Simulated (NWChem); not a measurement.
System: CHBr2Cl; SMILES C(Cl)(Br)Br

```xyz
5

Cl     2.0608    -0.0922     0.0000
C      0.4044     0.4933     0.0000
Br    -0.5412    -0.0426    -1.5962
Br    -0.5412    -0.0426     1.5962
H      0.4250     1.5870     0.0000
```
Atoms are numbered in this order, from 1.

Computed with NWChem. Pople sets run with spherical d functions. Structure relaxed at the PBE0/def2-SVP level. Total energies compare along this basis series because the functional is fixed.

| level | basis functions | energy (Ha) | highest occupied level (eV) | orbital gap (eV) | dipole (D) |
|---|---|---|---|---|---|
| B3LYP/STO-3G | 51 | -5585.3899 | ? | ? | ? |
| B3LYP/3-21G | 68 | -5620.0552 | -7.63 | 6.10 | 1.30 |
| B3LYP/6-31G* | 98 | -5646.6274 | -7.94 | 6.07 | 1.11 |
| B3LYP/def2-SVP | 101 | -5646.4661 | -7.77 | 6.29 | 0.98 |
| B3LYP/def2-SVPD | 137 | -5646.4856 | -8.06 | 6.05 | 0.91 |
| B3LYP/def2-TZVP | 170 | -5647.3009 | -7.99 | 6.12 | 0.96 |
| B3LYP/aug-cc-pVTZ | 237 | -5647.4012 | -8.03 | 6.02 | 0.94 |

Problem. Some entries are withheld; supply them.

Solution. 
- B3LYP/STO-3G, highest occupied level (eV): -5.40
- B3LYP/STO-3G, orbital gap (eV): 7.43
- B3LYP/STO-3G, dipole (D): 1.38
